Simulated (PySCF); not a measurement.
C₆ coefficients of unlike pairs at UHF

Calculated with PySCF 2.14 from the dipole response of each species, C₆(A,B) = (3/π) ∫ α_A(iu) α_B(iu) du, in atomic units, from isotropic polarisabilities. For ions this is the dispersion term alone; charge-induced terms of lower order in 1/R come first.

```csv
species,configuration,basis,relativity,α (bohr³),C₆ (like pair)
Si,[Ne] 3s2 3p2 (3P),aug-cc-pVDZ-DK (5s4p2d),spin-free X2C,37.36,310.7
Se³⁺,[Ar] 3d10 4s2 4p1 (2P),"x2c-QZVPPall with one added diffuse shell each of s, p, d, f type (12s9p6d5f1g)",spin-free X2C,6.961,25.08
Rb⁺,[Kr] (1S),dyall-av2z (22s16p9d),none,8.741,52.34
I²⁺,[Kr] 4d10 5s2 5p3 (4S),aug-cc-pwCVDZ-PP with ECP28MDF (6s5p4d1f),core potential,14.22,98.87
```

Problem. Estimate C₆ for I²⁺ with Si.

Solution. The integral gives 162.4. The combination rule 2 C_A C_B / (C_A α_B/α_A + C_B α_A/α_B) gives 162.5 and the geometric mean 175.3.

No spin-orbit coupling is included.

The other pairs:

```
     pair     C₆
 Se³⁺, Si  80.86
Rb⁺, Se³⁺  35.93
 I²⁺, Rb⁺  71.16
  Rb⁺, Si  110.9
I²⁺, Se³⁺  49.76
```
